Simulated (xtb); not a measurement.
H6OSiSn, SMILES [SiH3][O][SnH3]. All values are semi-empirical tight-binding results from xtb (GFN2-xTB unless named), good for trends rather than for accurate numbers. The structure is a stationary point at GFN2-xTB.

For metal compounds this method's bond lengths and energies can be far off.

Computed properties:
```
Quantity                                      Result
-------------------------------------  -------------
orbital gap                                  5.57 eV
zero-point energy                      28.4 kcal/mol
G − E(el) at 298.15 K (modified RRHO)   8.1 kcal/mol
```
